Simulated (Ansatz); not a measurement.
Geometry optimisation, RKS B3LYP-D4/def2-SVP (Ansatz 0.2.0).

input.yaml

```yaml
crystal:
  periodic: [false, false, false]
  atoms:
    - { symbol: C, position_ang: [-0.9793, 0.549, -0.3337] }
    - { symbol: C, position_ang: [0.4725, 0.7036, -0.6088] }
    - { symbol: Si, position_ang: [1.1455, -0.5674, 0.5421] }
    - { symbol: Al, position_ang: [-1.006, -0.9032, 0.9763] }
    - { symbol: H, position_ang: [-1.583, 0.3294, -1.2887] }
    - { symbol: H, position_ang: [-1.4269, 1.5417, 0.1069] }
    - { symbol: H, position_ang: [0.7475, 0.4455, -1.6549] }
    - { symbol: H, position_ang: [0.8956, 1.7358, -0.3621] }
    - { symbol: H, position_ang: [1.8403, -1.667, -0.0986] }
    - { symbol: H, position_ang: [1.9068, 0.0356, 1.7066] }
    - { symbol: H, position_ang: [-1.9478, -2.2599, 1.0357] }
basis:
  gaussian: { orbitals: def2-SVP }
hamiltonian:
  xc: b3lyp
  dispersion: d4
relax:
  f_tol: 0.02
  max_steps: 50
```

Launched with:

```bash
$ ansatz run input.yaml --threads 2 --pin off --max-ram 3072MiB --backend cpu --events-out ev --progress --plain --runs-dir out
```

Where does it end, and by what steps?

The run converged. The force dipped under the threshold on the way, but the program's further checks kept it going. After 12 steps the energy has fallen by 1.101 eV; H9 moved furthest, 0.66 Å.

```tsv
step	energy less start (eV)	largest force component (eV/Å)	accepted
0	0.0000	4.146	yes
1	-0.9188	1.373	yes
2	-1.0390	0.323	yes
3	-1.0587	0.169	yes
4	-1.0740	0.177	yes
5	-1.0810	0.115	yes
6	-1.0939	0.100	yes
7	-1.0987	0.051	yes
8	-1.0966	0.188	no
9	-1.0976	0.108	no
10	-1.1002	0.016	yes
11	-1.1009	0.037	yes
12	-1.1010	0.013	yes
```

```xyz
11
Properties=species:S:1:pos:R:3
C -1.060 0.607 -0.304
C 0.457 0.590 -0.688
Si 1.279 -0.603 0.603
Al -1.100 -1.145 0.642
H -1.734 0.838 -1.147
H -1.247 1.395 0.454
H 0.589 0.129 -1.684
H 0.911 1.595 -0.744
H 2.421 -1.416 0.078
H 1.783 0.154 1.797
H -2.232 -2.201 1.014
```

Run time: 33 s on 2 threads of Arm Neoverse V1, with other jobs on the host, peak memory 0.2 GiB.
